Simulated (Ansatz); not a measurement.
`NC1=[CH][AlH][SiH2]1`, relaxed with RKS PBE0-D4/def2-TZVP in the Gaussian-basis code of Ansatz from a PBE-D4/def2-SVP geometry. The force threshold is 0.005 eV/Å; the program also tests the step.

Charge 0, multiplicity 1.

Start:

```xyz
11

N     0.870   -1.190    1.126
C     0.178   -0.265    0.413
C    -0.672    0.713    0.943
Al   -1.261    1.612   -0.645
Si    0.223   -0.101   -1.518
H     0.809   -1.228    2.146
H     1.474   -1.871    0.671
H    -0.825    0.775    2.038
H    -2.227    2.834   -1.014
H     1.644    0.121   -1.994
H    -0.213   -1.400   -2.166
```

| step | energy (eV) | largest force (eV/Å) | largest move (Å) |
| --- | --- | --- | --- |
| 1 | -18126.5202 | 0.549 | 0.000 |
| 2 | -18126.5624 | 0.182 | 0.030 |
| 3 | -18126.5658 | 0.033 | 0.010 |
| 4 | -18126.5658 | 0.016 | 0.002 |
| 5 | -18126.5658 | 0.006 | 0.001 |
| 6 | -18126.5658 | 0.003 | 0.001 |

End:

```xyz
11

N     0.861   -1.179    1.123
C     0.177   -0.263    0.404
C    -0.660    0.701    0.926
Al   -1.248    1.596   -0.644
Si    0.224   -0.104   -1.503
H     0.794   -1.208    2.127
H     1.457   -1.853    0.680
H    -0.808    0.759    2.006
H    -2.209    2.809   -0.991
H     1.623    0.122   -1.980
H    -0.211   -1.381   -2.149
```

It took 19 s on 4 threads of an Arm Neoverse V2 on a shared host, with 0.55 GiB of host memory at the peak.
